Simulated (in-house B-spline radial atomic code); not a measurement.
**Solving the quasi-particle equation for 6s up of the bismuth ion Bi⁴⁺**

Configuration [Xe] 4f14 5d10 6s1, highest spin, start Hartree-Fock; correlation leaves out the 5 deepest shells. Computed with an all-electron radial atomic-structure program (B-spline basis): all electrons, scalar-relativistic (spin-free one-electron X2C), finite nucleus, each spin shell either full or empty, empty states to l = 9 with an (l + 1/2)⁻⁴ tail; G0W0 by contour deformation at full frequency.

RPA overbinds a lone outer s electron by self-correlation, and G0W0 tends to as well.

At the mean-field level ε = -54.504 eV the matrix elements are Σx = -19.789 eV, v_xc = -19.789 eV and Σc(ε) = -1.971 eV, and the slope of the correlation self-energy is dΣc/dω = -0.0222. The quasi-particle energy solves E = ε + Σx − v_xc + Σc(E).

(1) What does the linearised equation give?

(2) How does that compare with the full solution and with static screening?

## Answers

(1) Z = 1/(1 − dΣc/dω) = 1/1.0222 = 0.9783. The first-order shift is Σx − v_xc + Σc(ε) = -19.789 − (-19.789) + (-1.971) = -1.971 eV, so E ≈ ε + Z × shift = -54.504 + 0.9783 × (-1.971) = -56.432 eV.

(2) Solving the equation at full frequency dependence gives E = -56.432 eV, where Σc = -1.928 eV and the weight is 0.979; the linearised value is off by 0 meV. Leaving Z out would give -56.475 eV. Static COHSEX puts -3.379 eV in place of Σc and gives -57.883 eV, 1.45 eV deeper. The tabulated removal energy is 54.856 ± 0.025 eV (NIST, measured); the run leaves out spin-orbit coupling, Breit and QED terms.
